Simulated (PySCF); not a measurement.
From computed data to an observable: oscillator strength and radiative lifetime

BrCl₂H₂NSn, SMILES [NH2][Sn]([Cl])([Cl])[Br].

Coordinates come from a r2SCAN-D4/def2-SVP optimisation. The def2 effective core potentials stand for the cores of Sn; spin–orbit coupling is left out. One conformer was computed; it need not be the lowest.

PySCF with TDDFT-PBE0/def2-SVPD puts the first singlet state with f over 0.02 at 4.44 eV (vertical), with the transition dipole (-0.303, 0.490, 0.000) in atomic units.

Problem. Find the oscillator strength, the wavelength and the radiative lifetime that this transition would have in vacuum if emission retraced absorption.

Solution. 
|μ|² = 0.3319 au, so |μ| = 1.46 D. ΔE = 4.44/27.211 = 0.1632 hartree. f = (2/3) ΔE |μ|² = 0.036 (the program prints 0.036).
λ = 1239.84/4.44 = 279 nm; ν = 35811 cm⁻¹.
Einstein's coefficient A = 0.6670 ν² f s⁻¹ (ν in cm⁻¹) = 3.1e7 s⁻¹, so τ = 1/A = 32 ns. This state is S1. The figure is the radiative limit of this one transition; relaxation, internal conversion, crossing to triplets and a medium change what is measured.
